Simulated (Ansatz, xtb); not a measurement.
# C2H12Si3: which of two isomers lies lower

Structure I: `C[SiH](C)[SiH2][SiH3]`, a singlet. Structure II: `C[SiH2][Si@@H](C)[SiH3]`, a singlet. Both are isolated molecules in the gas phase, relaxed with PBE0-D3(BJ)/def2-SVP; the shapes shown needn't be the lowest conformers.

I (Å):

```xyz
17

C    -0.8102    0.0531    0.6983
C    -0.3015    2.8062    2.0486
Si   -0.7776    1.9223    0.4539
Si   -2.8866    2.6298   -0.3032
Si   -3.4494    1.4753   -2.2647
H     0.1730   -0.3115    1.0355
H    -1.5575   -0.2281    1.4566
H    -1.0640   -0.4679   -0.2376
H     0.2134    2.2622   -0.6201
H    -0.2684    3.8965    1.9027
H    -1.0304    2.5907    2.8453
H     0.6914    2.4766    2.3939
H    -3.9314    2.3452    0.7359
H    -2.9065    4.1035   -0.5780
H    -3.4629    0.0027   -1.9941
H    -4.7932    1.8706   -2.7896
H    -2.4258    1.7435   -3.3228
```

II (Å):

```xyz
17

C    -2.3283   -1.5002   -0.9194
C     1.1293   -0.5528    1.0031
Si   -2.1655    0.1189    0.0368
Si    0.0890    0.7660    0.1296
Si    0.8360    1.0513   -2.0770
H    -1.7538   -2.3012   -0.4291
H    -3.3797   -1.8206   -0.9772
H    -1.9469   -1.3868   -1.9458
H    -2.7084   -0.0504    1.4245
H    -2.9628    1.1962   -0.6333
H     0.2156    2.0793    0.8429
H     1.0537   -1.5162    0.4756
H     0.7825   -0.6996    2.0375
H     2.1904   -0.2621    1.0334
H     0.6847   -0.2365   -2.8288
H     0.0277    2.0952   -2.7815
H     2.2787    1.4487   -2.1323
```

**Question.** Estimate E(II) − E(I) at the level CCSD(T)/def2-SVP + ΔMP2/def2-TZVPP.

**Answer.** Too close to call at this level: CCSD(T)/def2-SVP + ΔMP2/def2-TZVPP gives E(II) − E(I) = +1.25 kcal/mol.

The same difference at several levels:

| level | geometry | E(II) − E(I) (kcal/mol) | departure from the last row (kcal/mol) | job, with rough time for the two |
| --- | --- | --- | --- | --- |
| GFN2-xTB | GFN2-xTB | −0.13 | −1.38 | optimisation, 0.87 s |
| HF/STO-3G | GFN2-xTB | +2.01 | +0.76 | single point, 1.4 s |
| r2SCAN-D4/def2-SVP | GFN2-xTB | +1.52 | +0.27 | single point, 12 s |
| PBE0-D3(BJ)/def2-SVP | PBE0-D3(BJ)/def2-SVP | +0.96 | −0.29 | optimisation, 3.8 min |
| HF/def2-SVP | PBE0-D3(BJ)/def2-SVP | +1.23 | −0.03 | part of the CCSD(T) run |
| MP2/def2-SVP | PBE0-D3(BJ)/def2-SVP | +1.02 | −0.23 | part of the CCSD(T) run |
| CCSD(T)/def2-SVP | PBE0-D3(BJ)/def2-SVP | +1.04 | −0.21 | single point |
| CCSD(T)/def2-SVP + ΔMP2/def2-TZVPP | PBE0-D3(BJ)/def2-SVP | +1.25 |  | single point, 3 min |

As drawn, both hold the same kinds of bond in the same numbers.

GFN2-xTB finds them nearly level. The largest departure from CCSD(T)/def2-SVP + ΔMP2/def2-TZVPP is that of GFN2-xTB, 1.38 kcal/mol. The last row adds to CCSD(T) the change of the MP2 difference between the two basis sets, here +0.21 kcal/mol.

With thermal terms from frequencies at re-optimised GFN2-xTB minima (ideal gas, soft modes damped towards free rotors, one conformer each, 298.15 K, 1 atm): on the last row, ΔE + ΔZPE = +1.28, ΔH = +1.27, ΔG = +1.35 kcal/mol.

The correlated steps freeze 17 core orbitals. Mirror images aren't counted in ΔG. Codes used: Ansatz 0.2.0, xtb 6.7.1; the last row on 2 threads of AMD EPYC (Zen 3) on a shared host.
